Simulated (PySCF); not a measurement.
Level of theory: PySCF with PBE-D3(BJ)/def2-TZVP // B3LYP-D3(BJ)/def2-TZVP. All species are isolated molecules in the gas phase. One relaxed conformer stands for a flexible species; it need not be the lowest. Excitations are Tamm–Dancoff values on a coarser integration grid. The basis has no diffuse functions, so Rydberg states are missing or too high.

Reference species (SMILES): `O1[SiH2][SiH2]1` (neutral, multiplicity 1).

| Quantity | Result |
|---|---|
| T1 excitation (TDA) | 0.63 eV |
| LUMO | -3.76 eV |
| S1 oscillator strength | 0.000 |
| S1 excitation (TDA) | 4.07 eV |

Changed species: `O[SiH]=[SiH2]` (H–O–Si–Si torsion 31°).

**Question.** Give the shifts of the T1 excitation (TDA), LUMO, S1 oscillator strength and S1 excitation (TDA).

**Answer.** the T1 excitation (TDA) rises by 1.04 eV, to 1.67 eV; the LUMO increases by 0.97 eV, to -2.79 eV; the S1 oscillator strength is nearly the same; the S1 excitation (TDA) falls by 0.20 eV, to 3.87 eV.
